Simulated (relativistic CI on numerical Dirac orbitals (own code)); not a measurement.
## Sm³⁺: computed level list

Computed by Dirac-Coulomb-Breit CI, KLI orbitals optimised for each configuration, model QED (radiative potential, 1s self-energy scaled to tabulated hydrogen-like ionisation energies), valence Slater integrals scaled by 0.85 (own radial code, finite nucleus).

Configurations in the expansion (outside the closed core [Xe]): 4f5.

The lowest level is 4f5 6H°_5/2, with 96 % of that term; Hund's rules for 4f5 give 6H° with J = 5/2, in agreement.

| No. | Configuration | Term | J | E (cm⁻¹) | % | Next component (%) | jj configuration (%) |
| --- | --- | --- | --- | --- | --- | --- | --- |
| 1 | 4f5 | 6H° | 5/2 | 0.0 | 96 | 4 4G° | 4f5/2^3 4f7/2^2 (34) |
| 2 | 4f5 | 6H° | 7/2 | 1023.7 | 97 | 3 4G° | 4f5/2^4 4f7/2 (40) |
| 3 | 4f5 | 6H° | 9/2 | 2218.5 | 98 | 1 4G° | 4f5/2^3 4f7/2^2 (59) |
| 4 | 4f5 | 6H° | 11/2 | 3531.6 | 98 | 1 4I° | 4f5/2^2 4f7/2^3 (49) |
| 5 | 4f5 | 6H° | 13/2 | 4921.1 | 97 | 2 4I° | 4f5/2^2 4f7/2^3 (46) |
| 6 | 4f5 | 6H° | 15/2 | 6351.4 | 95 | 4 4I° | 4f5/2^2 4f7/2^3 (39) |
| 7 | 4f5 | 6F° | 1/2 | 6805.7 | 97 | 3 4D° | 4f5/2^3 4f7/2^2 (51) |
| 8 | 4f5 | 6F° | 3/2 | 7038.9 | 95 | 3 4D° | 4f5/2^4 4f7/2 (37) |
| 9 | 4f5 | 6F° | 5/2 | 7527.4 | 94 | 4 4F° | 4f5/2^3 4f7/2^2 (51) |
| 10 | 4f5 | 6F° | 7/2 | 8396.0 | 95 | 4 4F° | 4f5/2^3 4f7/2^2 (39) |
| 11 | 4f5 | 6F° | 9/2 | 9588.2 | 96 | 2 4F° | 4f5/2^2 4f7/2^3 (43) |
| 12 | 4f5 | 6F° | 11/2 | 10998.5 | 98 | 2 4G° | 4f5/2^2 4f7/2^3 (44) |
| 13 | 4f5 | 4G° | 5/2 | 17489.6 | 49 | 36 4F° | 4f5/2^5 (46) |
| 14 | 4f5 | 4F° | 3/2 | 18055.7 | 96 | 2 6F° | 4f5/2^3 4f7/2^2 (50) |
| 15 | 4f5 | 4M° | 15/2 | 18853.0 | 79 | 9 2L° | 4f5/2^4 4f7/2 (54) |
| 16 | 4f5 | 4G° | 7/2 | 19528.6 | 58 | 32 4F° | 4f5/2^4 4f7/2 (41) |
| 17 | 4f5 | 4I° | 9/2 | 19708.0 | 95 | 3 2H° | 4f5/2^3 4f7/2^2 (47) |
| 18 | 4f5 | 4I° | 11/2 | 20169.9 | 72 | 25 4K° | 4f5/2^3 4f7/2^2 (39) |
| 19 | 4f5 | 4M° | 17/2 | 20560.4 | 88 | 7 4L° | 4f5/2^3 4f7/2^2 (77) |
| 20 | 4f5 | 4I° | 13/2 | 20650.3 | 52 | 29 4K° | 4f5/2^3 4f7/2^2 (39) |
| 21 | 4f5 | 4F° | 5/2 | 21634.0 | 53 | 40 4G° | 4f5/2^2 4f7/2^3 (55) |
| 22 | 4f5 | 4I° | 15/2 | 21817.3 | 54 | 20 4K° | 4f5/2^3 4f7/2^2 (55) |
| 23 | 4f5 | 4M° | 19/2 | 22029.8 | 92 | 6 4L° | 4f5/2^2 4f7/2^3 (64) |
| 24 | 4f5 | 4G° | 9/2 | 22164.6 | 72 | 21 4F° | 4f5/2^3 4f7/2^2 (50) |
| 25 | 4f5 | 4M° | 21/2 | 23234.4 | 94 | 5 2N° | 4f5/2^2 4f7/2^3 (50) |
| 26 | 4f5 | 4L° | 13/2 | 23702.3 | 63 | 30 4I° | 4f5/2^3 4f7/2^2 (49) |
| 27 | 4f5 | 4K° | 11/2 | 24026.6 | 72 | 26 4I° | 4f5/2^2 4f7/2^3 (49) |
| 28 | 4f5 | 4F° | 7/2 | 24237.0 | 58 | 34 4G° | 4f5/2 4f7/2^4 (44) |
| 29 | 4f5 | 4L° | 15/2 | 24583.0 | 53 | 21 4K° | 4f5/2^3 4f7/2^2 (64) |
| 30 | 4f5 | 4D° | 5/2 | 24887.4 | 37 | 29 4P° | 4f5/2^3 4f7/2^2 (44) |
| 31 | 4f5 | 4G° | 11/2 | 25075.8 | 84 | 13 4H° | 4f5/2^2 4f7/2^3 (50) |
| 32 | 4f5 | 4L° | 17/2 | 25574.6 | 46 | 45 4K° | 4f5/2^2 4f7/2^3 (76) |
| 33 | 4f5 | 4K° | 13/2 | 25790.1 | 62 | 18 4L° | 4f5/2^3 4f7/2^2 (52) |
| 34 | 4f5 | 4D° | 1/2 | 26128.4 | 63 | 34 2P° | 4f5/2^4 4f7/2 (61) |
| 35 | 4f5 | 4D° | 3/2 | 26434.1 | 40 | 32 6P° | 4f5/2^3 4f7/2^2 (58) |
| 36 | 4f5 | 4F° | 9/2 | 26543.9 | 69 | 16 4G° | 4f5/2 4f7/2^4 (39) |
| 37 | 4f5 | 4K° | 15/2 | 27573.0 | 55 | 34 4L° | 4f5/2^2 4f7/2^3 (86) |
| 38 | 4f5 | 4D° | 7/2 | 27654.4 | 75 | 18 6P° | 4f5/2^2 4f7/2^3 (56) |
| 39 | 4f5 | 4K° | 17/2 | 27682.4 | 37 | 33 4L° | 4f5/2^2 4f7/2^3 (41) |
| 40 | 4f5 | 4H° | 7/2 | 27983.6 | 92 | 5 2G° | 4f5/2^3 4f7/2^2 (35) |
| 41 | 4f5 | 4L° | 19/2 | 28283.2 | 88 | 6 2M° | 4f5/2^2 4f7/2^3 (59) |
| 42 | 4f5 | 4D° | 3/2 | 28296.9 | 47 | 41 6P° | 4f5/2^2 4f7/2^3 (50) |
| 43 | 4f5 | 4H° | 9/2 | 28656.6 | 78 | 12 4G° | 4f5/2^2 4f7/2^3 (33) |
| 44 | 4f5 | 6P° | 5/2 | 28995.9 | 56 | 31 4D° | 4f5/2^2 4f7/2^3 (39) |
| 45 | 4f5 | 4H° | 11/2 | 29004.7 | 73 | 16 4G° | 4f5/2 4f7/2^4 (29) |

Energies count from the lowest computed level; ° marks odd parity. Filled j subshells are mostly left out of the jj labels.

The mean weight of the leading LS term, summed over parents, in these 45 levels is 75 %, and that of the leading jj configuration (from the same eigenvectors) 49 %, so LS coupling describes them better.

One configuration and one scale for all Slater integrals: terms of lower spin can come out thousands of cm⁻¹ low, and their order can be wrong.

Landé's interval rule says that E(J) − E(J−1) = AJ with one A. For the ground term the intervals give A = 292.5, 265.5, 238.7, 213.8, 190.7 cm⁻¹ for J = 7/2, 9/2, 11/2, 13/2, 15/2; the multiplet is regular.

LS names give the leading component of a level, which can be under half, so a name can repeat, a term be missing and a line seem to break the LS rules.
